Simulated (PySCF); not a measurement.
**Polarisability of [Ag(NH3)2]+**

[Ag(NH3)2]+ (charge +1 and singlet state).
Geometry (PBE0-D3(BJ)/def2-SVP, Å), atoms numbered from 1 in this order:
```xyz
9
AgH6N2 angstrom
Ag     0.0020    0.0014    0.0000
N     -0.0076   -0.0138    2.1421
H     -0.4241    0.8325    2.5363
H      0.9333   -0.0824    2.5358
H     -0.5375   -0.8005    2.5234
N      0.0079    0.0141   -2.1421
H     -0.9363    0.0169   -2.5338
H      0.4806   -0.8025   -2.5355
H      0.4817    0.8344   -2.5263
```

Level: PBE0/def2-SVPD (PySCF), static field, nuclei fixed, core orbitals frozen in the response. The polarisability tensor in these axes (au):

```
x   34.62  0.00 -0.05
y    0.00 34.62 -0.10
z   -0.05 -0.10 49.24
```

Diagonalise the tensor; give its mean and Δα, where Δα² is half the sum of the squared differences of the eigenvalues.

Principal values 34.62, 34.62 and 49.24 au; mean 39.49 au = 5.85 Å³ = 6.51 × 10⁻⁴⁰ C²·m²/J; Δα = 14.61 au (37 % of the mean).

Sum over states: ᾱ = Σ f/ω², ω in Eh. What share falls to these 10 lowest TDDFT singlets (eV, f)? 6.08, 0.0000; 7.11, 0.0000; 7.11, 0.0000; 7.14, 0.0000; 7.14, 0.0000; 7.37, 0.1520; 7.37, 0.1520; 7.57, 0.0055; 8.51, 0.0000; 8.51, 0.0000.

They add up to 4.21 au, 10.7 % of the 39.49 au; the largest single term is 2.07 au, from the state at 7.37 eV. Terms in order: 0.00, 0.00, 0.00, 0.00, 0.00, 2.07, 2.07, 0.07, 0.00, 0.00 au. Higher excitations give the rest. The strengths listed sum to 0.310.

What depolarisation ratio follows for Rayleigh scattering of linearly polarised light, taking the static tensor?

ρ = 3Δα²/(45ᾱ² + 4Δα²) = 640.7/(70191 + 854.3) = 0.00902.

Isolated species at its PBE0-D3(BJ)/def2-SVP geometry, gas phase. Atoms past krypton carry effective core potentials; spin–orbit coupling is left out.
